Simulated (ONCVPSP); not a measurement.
**Configuration tests for K (Z = 19) (ONCV)**

* Element: potassium
* Generator: ONCVPSP 4.0.1
* Type: optimised norm-conserving Vanderbilt (ONCV)
* Functional: PBE
* Relativity: non-relativistic
* Frozen core: [Ne]
* Valence charge: 9
* Reference configuration: 3s2 3p6 4s1
* Partial waves: 3s+4s: rc 2.35 bohr, ncon 3, nbas 7, qcut 4.5 1/bohr, 2 projectors; 3p: rc 1.90 bohr, ncon 4, nbas 7, qcut 8 1/bohr, 3 projectors, debl 2.1 Ha; d scattering state at 0.25 Ha: rc 2.25 bohr, ncon 4, nbas 7, qcut 4.7 1/bohr, 2 projectors, debl 0.3 Ha
* Local potential: polynomial inside 1.75 bohr (lpopt 5, dvloc0 0 Ha)
* Core correction: Teter function, fcfact 5.5, rcfact 1.6

Energies are relative to the spin-unpolarised reference configuration 3s2 3p6 4s1; without spin polarisation the order of configurations can differ from experiment.

| valence configuration | charge | ΔE all-electron (eV) | error AE − PS (meV) |
| --- | --- | --- | --- |
| 3s2 3p6 4s0 | +1 | 4.296 | -0.2 |
| 3s2 3p6 4s0.5 | +0.5 | 1.635 | 0.0 |

What are ΔE and the potential's error for 3s2 3p6 4s0 4p1?

ΔE = 1.535 eV all-electron; the error (AE − PS) is -0.1 meV.

What are ΔE and the potential's error for 3s1 3p6 4s1?

ΔE = 41.669 eV all-electron; the error (AE − PS) is -255 meV.
